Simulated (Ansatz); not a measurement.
Born–Oppenheimer molecular dynamics of ClGaH₆N₂ (10 atoms, charge 0, multiplicity 1). It starts at the highest image of a converged band. Of that band: The profile has 3 maxima (images 3, 7, 9) with wells between them (images 5, 8): this band takes more than one step, which may be the mechanism or a detour left from its start path. Neighbouring images differ by up to 1.7 eV, so the band resolves the path poorly. A vibrational analysis at the climbing image gives one clearly imaginary mode, 1412i cm⁻¹: a first-order saddle point.

Method: RHF/def2-SVP (Ansatz 0.2.0).

```json
{"ensemble": "NVE (velocity Verlet)", "time step": "0.5 fs", "steps asked": "200", "starting velocities drawn for": "100 K", "seed": "6654"}
```

Frames 1 fs apart, positions in Å.

Velocities at 45 fs (Å/ps):

```
Ga 0.23 5.75 -5.94
Cl -0.92 -3.16 10.74
N -1.89 -6.22 0.50
H -19.28 -6.63 9.70
H -5.86 -17.93 -16.46
N 4.79 -8.12 2.70
H 3.10 7.75 -17.61
H 3.43 -13.80 15.49
H -3.97 -5.91 -7.75
H -1.65 -50.77 5.31
```

```xyz
10
Properties=species:S:1:pos:R:3 time_fs=45 energy_less_start_eV=-0.721 T=797
Ga 0.031 0.592 -0.407
Cl -0.045 -0.215 2.541
N 1.609 0.058 -1.182
H 1.788 -0.733 -1.740
H 2.389 0.659 -1.171
N -1.619 -0.062 -0.883
H -2.415 0.400 -0.506
H -1.924 -0.975 -1.198
H 0.102 1.915 0.455
H 0.057 0.513 3.515
10
Properties=species:S:1:pos:R:3 time_fs=46 energy_less_start_eV=-0.672 T=752
Ga 0.031 0.598 -0.413
Cl -0.046 -0.219 2.551
N 1.607 0.052 -1.181
H 1.769 -0.743 -1.732
H 2.387 0.644 -1.187
N -1.614 -0.070 -0.880
H -2.413 0.408 -0.522
H -1.917 -0.987 -1.183
H 0.098 1.909 0.445
H 0.056 0.470 3.530
10
Properties=species:S:1:pos:R:3 time_fs=47 energy_less_start_eV=-0.729 T=806
Ga 0.032 0.603 -0.419
Cl -0.047 -0.223 2.561
N 1.603 0.046 -1.180
H 1.750 -0.761 -1.731
H 2.394 0.635 -1.202
N -1.609 -0.079 -0.878
H -2.413 0.419 -0.537
H -1.906 -0.995 -1.167
H 0.093 1.904 0.434
H 0.059 0.445 3.567
10
Properties=species:S:1:pos:R:3 time_fs=48 energy_less_start_eV=-0.809 T=881
Ga 0.032 0.609 -0.425
Cl -0.048 -0.227 2.571
N 1.600 0.040 -1.178
H 1.732 -0.784 -1.733
H 2.407 0.630 -1.216
N -1.605 -0.088 -0.875
H -2.412 0.429 -0.552
H -1.891 -1.001 -1.151
H 0.087 1.902 0.421
H 0.064 0.434 3.623
10
Properties=species:S:1:pos:R:3 time_fs=49 energy_less_start_eV=-0.805 T=877
Ga 0.032 0.615 -0.431
Cl -0.049 -0.232 2.580
N 1.596 0.033 -1.177
H 1.713 -0.806 -1.735
H 2.420 0.625 -1.229
N -1.601 -0.096 -0.872
H -2.409 0.436 -0.568
H -1.875 -1.009 -1.137
H 0.081 1.904 0.407
H 0.070 0.430 3.687
10
Properties=species:S:1:pos:R:3 time_fs=50 energy_less_start_eV=-0.747 T=823
Ga 0.033 0.621 -0.438
Cl -0.050 -0.237 2.590
N 1.592 0.027 -1.176
H 1.694 -0.823 -1.733
H 2.428 0.615 -1.240
N -1.596 -0.104 -0.868
H -2.401 0.439 -0.584
H -1.857 -1.023 -1.125
H 0.075 1.910 0.394
H 0.076 0.423 3.743
10
Properties=species:S:1:pos:R:3 time_fs=51 energy_less_start_eV=-0.719 T=796
Ga 0.033 0.627 -0.444
Cl -0.052 -0.242 2.600
N 1.589 0.020 -1.175
H 1.674 -0.831 -1.728
H 2.428 0.598 -1.251
N -1.592 -0.111 -0.865
H -2.392 0.438 -0.602
H -1.840 -1.040 -1.115
H 0.068 1.922 0.382
H 0.081 0.408 3.784
10
Properties=species:S:1:pos:R:3 time_fs=52 energy_less_start_eV=-0.749 T=825
Ga 0.033 0.633 -0.451
Cl -0.053 -0.246 2.611
N 1.586 0.013 -1.174
H 1.654 -0.832 -1.718
H 2.421 0.575 -1.259
N -1.587 -0.117 -0.861
H -2.383 0.433 -0.620
H -1.824 -1.060 -1.107
H 0.061 1.939 0.370
H 0.084 0.383 3.804
10
Properties=species:S:1:pos:R:3 time_fs=53 energy_less_start_eV=-0.809 T=882
Ga 0.033 0.638 -0.457
Cl -0.054 -0.251 2.623
N 1.584 0.005 -1.174
H 1.635 -0.830 -1.708
H 2.410 0.548 -1.267
N -1.583 -0.124 -0.856
H -2.378 0.426 -0.637
H -1.807 -1.078 -1.098
H 0.053 1.960 0.357
H 0.085 0.349 3.803
10
Properties=species:S:1:pos:R:3 time_fs=54 energy_less_start_eV=-0.855 T=926
Ga 0.034 0.644 -0.464
Cl -0.055 -0.255 2.635
N 1.581 -0.002 -1.173
H 1.617 -0.831 -1.700
H 2.403 0.524 -1.274
N -1.578 -0.131 -0.852
H -2.379 0.419 -0.653
H -1.790 -1.090 -1.089
H 0.046 1.984 0.344
H 0.085 0.308 3.787
10
Properties=species:S:1:pos:R:3 time_fs=55 energy_less_start_eV=-0.855 T=926
Ga 0.034 0.650 -0.470
Cl -0.056 -0.259 2.647
N 1.578 -0.009 -1.172
H 1.600 -0.839 -1.697
H 2.404 0.504 -1.280
N -1.572 -0.138 -0.848
H -2.386 0.411 -0.668
H -1.772 -1.097 -1.080
H 0.038 2.010 0.330
H 0.085 0.265 3.766
10
Properties=species:S:1:pos:R:3 time_fs=56 energy_less_start_eV=-0.813 T=887
Ga 0.034 0.656 -0.477
Cl -0.057 -0.263 2.660
N 1.573 -0.016 -1.171
H 1.584 -0.855 -1.699
H 2.414 0.490 -1.287
N -1.566 -0.145 -0.844
H -2.396 0.400 -0.682
H -1.754 -1.099 -1.070
H 0.030 2.034 0.312
H 0.086 0.228 3.754
```

Of the whole run (100 fs, mean temperature of the second half 898 K): The conserved energy stayed within 0.2 meV per atom of its start (net change 0.036 meV per atom), so the integration is sound. The kinetic energy rose, since the run started high on the potential surface and went downhill. It ends in pieces (ClH + GaH5N2), so much of that is their flight and rotation, not heat. A run of 0.1 ps of so small a system gives no equilibrium averages. The orbitals stay closed-shell, which can raise the energy where a bond breaks towards radicals; this wasn't checked here.

Run time: 14 min on 2 threads of Intel(R) Xeon(R) Processor @ 2.50GHz (Skylake/Cascade Lake) (shared host), peak memory 0.25 GiB.
